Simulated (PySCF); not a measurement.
VOF2, SMILES [O]=[V]([F])[F] (connectivity only; charge and spin as stated), neutral, multiplicity 2.

Geometry optimised at B3LYP-D3(BJ)/def2-SVP. A frequency run showed that this geometry is not a minimum. The multiplicity is an assumed one; other spin states were not compared.

All values below come from TDA-PBE/def2-SVPD run with PySCF.

Vertical excitations. Gas-phase values at a fixed geometry.

```
state    energy (eV)  λ (nm)      f                                main pairs
-------  -----------  ------  -----  ----------------------------------------
root 1          0.69    1795  0.000                         α HOMO→LUMO 100 %
root 2          1.82     682  0.002                        α HOMO→LUMO+1 99 %
root 3          3.39     366  0.001                        α HOMO→LUMO+2 97 %
root 4          3.72     333  0.000                        α HOMO−1→LUMO 97 %
root 5          3.78     328  0.004                        α HOMO→LUMO+3 97 %
root 6          4.18     296  0.000                          β HOMO→LUMO 96 %
root 7          4.23     293  0.000    α HOMO−2→LUMO 83 %, β HOMO−1→LUMO 16 %
root 8          4.45     278  0.000    α HOMO−3→LUMO 79 %, β HOMO−2→LUMO 15 %
root 9          4.50     275  0.001                        β HOMO→LUMO+1 93 %
root 10         4.58     271  0.000  α HOMO−1→LUMO+1 84 %, β HOMO→LUMO+2 14 %
```
Unrestricted roots are not spin-pure.
